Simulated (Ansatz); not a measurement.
Si8O26H20. Charge 0, multiplicity 1. Geometry PBE-D4/def2-SVP, basis def2-SVP, Ansatz.

Cartesian coordinates in Å:
```
Si 0.213 -0.094 -1.235
Si -2.696 1.146 -1.531
Si 2.113 -2.038 -2.440
Si -1.349 1.859 2.749
Si -1.814 -2.633 1.264
Si 2.514 1.224 0.541
Si 1.267 -2.450 0.588
Si -0.317 2.859 -2.040
O -2.567 -3.432 2.502
O -2.309 -1.053 1.225
O -3.678 1.434 -0.243
O -1.965 -3.446 -0.164
O -0.180 -2.719 1.866
O 2.284 -1.901 1.758
O 0.116 -1.675 -0.344
O 1.393 -4.081 0.336
O 2.683 -2.048 -0.828
O -2.608 0.867 3.127
O -1.156 2.972 3.963
O -1.729 2.579 1.274
O -1.488 0.051 -1.104
O 0.137 1.099 2.583
O 2.777 0.825 2.147
O 2.607 2.829 0.227
O 1.083 0.501 0.139
O 3.685 0.343 -0.317
O 3.334 -1.746 -3.518
O -3.559 0.455 -2.762
O 0.955 -0.882 -2.574
O 1.634 -3.631 -2.530
O -1.955 2.570 -2.029
O 0.118 3.676 -0.590
O 0.467 1.442 -2.070
O 0.090 3.965 -3.203
H -3.538 -3.434 2.491
H -2.092 -0.611 0.352
H -3.177 1.953 0.443
H -1.330 -3.042 -0.798
H -0.030 -3.330 2.614
H 2.402 -0.947 1.999
H 1.655 -4.292 -0.584
H 3.233 -1.238 -0.574
H -2.680 0.098 2.503
H -1.868 2.925 4.625
H -1.026 3.047 0.764
H 0.238 0.656 1.702
H 1.995 1.115 2.689
H 1.751 3.223 -0.088
H 4.613 0.602 -0.171
H 3.323 -0.834 -3.861
H -4.495 0.721 -2.777
H 1.191 -3.914 -3.348
H 0.021 4.645 -0.664
H -0.285 3.792 -4.084
```

```json
{"run": "A", "HOMO (eV)": "-7.17", "LUMO (eV)": "-0.46"}
{"run": "B", "HOMO (eV)": "-8.49", "LUMO (eV)": "-0.01"}
{"run": "C", "HOMO (eV)": "-6.85", "LUMO (eV)": "-1.17"}
{"run": "D", "HOMO (eV)": "-6.47", "LUMO (eV)": "-0.84"}
{"run": "E", "HOMO (eV)": "-6.65", "LUMO (eV)": "-0.91"}
{"run": "F", "HOMO (eV)": "-7.84", "LUMO (eV)": "-0.16"}
```

Single mean-field runs in def2-SVP are fitted with def2-universal-jkfit. In the singlet geometry the species has come apart into loosely held pieces.

Question: The runs used BLYP, LDA (SPW92), PBE, PBE0, r2SCAN, r2SCANh. Estimate which is which.

Answer: A r2SCAN (0 % exact exchange); B PBE0 (25 % exact exchange); C LDA (SPW92) (0 % exact exchange); D BLYP (0 % exact exchange); E PBE (0 % exact exchange); F r2SCANh (10 % exact exchange). Exact exchange lowers occupied and raises empty levels; among semilocal functionals meta-GGAs tend to open the gap a little, and such runs are hard to tell apart. The gap grows from 5.63 eV (BLYP) to 8.49 eV (PBE0).
